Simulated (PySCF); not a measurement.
CH5BFNO, SMILES NB(O)CF.

Geometry: PBE0-D3(BJ)/def2-SVP. This is a generated structure with no PubChem entry under its InChIKey; it may be hypothetical. The values are those of a single conformer.

The numbers are results of PBE/def2-TZVP run with PySCF, not measurements.

Isolated molecule, no solvent.

- total energy = -295.66946 hartree
- point group = Cs
- highest occupied level = -6.51 eV
- lowest empty level = -0.21 eV
- orbital gap = 6.31 eV
- dipole moment = 2.60 D
- quadrupole, principal values (traceless, Buckingham form, about the centre of nuclear charge) = -4.53, -3.17, 7.70 D·Å
- mean static polarisability = 40.0 bohr³ (5.92 Å³)
- polarisability, principal values = 32.1, 42.0, 45.9 bohr³
